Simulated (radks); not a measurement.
Problem. The mean radii <r> (bohr) of the occupied orbitals of an atom or ion are listed with their occupations. Calculated with a radial shooting solver on a logarithmic mesh with Libxc functionals: scalar-relativistic Kohn-Sham, BLYP, spin-polarised, spherical densities, finite nucleus; Fermi nuclear charge, rms radius of each element as measured or else 0.836 A^(1/3) + 0.57 fm.

orbital  occ.     <r>
1s up       1  0.1993
1s down     1  0.1987
2s up       1  0.9766
2p up       2  0.9206
3d up       1   3.083

Name the element and its charge. Open shells, if any, are filled with parallel spins first.

Solution. Z = 8, oxygen, charge +2: O2+ in [He] 2s1 2p2 3d1. The 1s radius gives Z: for a bare nucleus <r> = (2 gamma + 1)/(2Z) with gamma = sqrt(1 - (Z/c)^2), 0.1873 bohr for Z = 8, and screening makes it slightly larger (0.1993 here). The occupations add up to 6, and the charge is Z minus that.
